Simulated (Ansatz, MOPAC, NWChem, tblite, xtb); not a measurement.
# GeSiH4F (SMILES F[SiH][GeH3]): methods side by side

The species is GeSiH4F (7 atoms), meant as a doublet with charge 0. As SMILES, `F[SiH][GeH3]`. The coordinates come from a PBE0-D4/def2-TZVP relaxation.

Each level gives the dipole moment (D). The values are calculated.

```json
{"level": "PM6", "kind": "semi-empirical", "program": "MOPAC", "value (D)": "1.85"}
{"level": "PM7", "kind": "semi-empirical", "program": "MOPAC", "value (D)": "2.33"}
{"level": "IPEA1-xTB", "kind": "semi-empirical", "program": "tblite", "value (D)": "1.21"}
{"level": "GFN0-xTB", "kind": "semi-empirical", "program": "xtb", "value (D)": "2.04"}
{"level": "UHF/STO-3G", "kind": "Hartree–Fock", "program": "Ansatz", "value (D)": "1.21"}
{"level": "UHF/3-21G", "kind": "Hartree–Fock", "program": "Ansatz", "value (D)": "1.93"}
{"level": "UHF/def2-SVP", "kind": "Hartree–Fock", "program": "NWChem", "value (D)": "1.57"}
{"level": "UPBE/def2-SVP", "kind": "GGA", "program": "Ansatz", "value (D)": "1.05"}
{"level": "UB3LYP/6-31G* (spherical functions)", "kind": "global hybrid", "program": "Ansatz", "value (D)": "1.19"}
{"level": "UPBE0/6-31G* (spherical functions)", "kind": "global hybrid", "program": "Ansatz", "value (D)": "1.24"}
```

All-electron rows without a relativistic Hamiltonian named are non-relativistic. The values span 1.05 to 2.33 D. Sets without polarisation functions give poor dipoles.
